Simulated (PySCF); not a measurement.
# Electronic absorption of C6H10S2

C6H10S2.
SMILES: `C1CSC(C2CC2)S1`

Theory: PySCF, TDDFT CAM-B3LYP/def2-SVPD, vertical, gas phase, core orbitals frozen in the response. Isolated species at its PBE0-D3(BJ)/def2-SVP geometry (one conformer only).

Question: List the vertical singlet excitations with oscillator strengths and describe the spectrum.

Answer: 

```tsv
state	E (eV)	λ (nm)	f	main configurations (H = HOMO, L = LUMO)
S1	5.13	241.9	0.0014	H→L (59%)
S2	5.19	238.8	0.0011	H-1→L (60%)
S3	6.28	197.3	0.054	H→L+1 (39%), H-1→L+1 (36%), H-1→L+3 (10%)
S4	6.33	195.8	0.011	H→L+3 (30%), H-1→L+1 (29%), H→L+1 (17%)
S5	6.51	190.4	0.0057	H→L+2 (32%), H→L+3 (16%), H→L (15%)
S6	6.64	186.8	0.013	H→L+2 (25%), H→L+1 (20%), H→L+3 (10%)
```

The lowest singlet lies at 5.13 eV (242 nm, ultraviolet) and is very weak; its leading configuration is HOMO→LUMO (59%). The strongest level in the table is S3 at 6.28 eV (197 nm, f = 0.054). Löwdin shares by element: HOMO sulfur 68%, carbon 17% or more; LUMO sulfur 63%, carbon 14% or more (atoms not listed hold the other 23%). Orbital energies (eV): HOMO-3 -9.97, HOMO-2 -9.49, HOMO-1 -7.95, HOMO -7.85, LUMO 0.89, LUMO+1 1.29, LUMO+2 1.49. Of the 6 states listed, 3 reach f = 0.01 and none stays under 0.0005. The listed states span 1.51 eV, and the widest gap between neighbours is 1.09 eV (S2 to S3). No computed singlet lies in the visible range (380 to 750 nm); the lowest, at 242 nm, stands 1.86 eV above its violet end (3.26 eV). Singlets were solved by full linear response.

Cost: about 2.8 min of CPU time on one thread; the machine was shared, so the figure is rough.
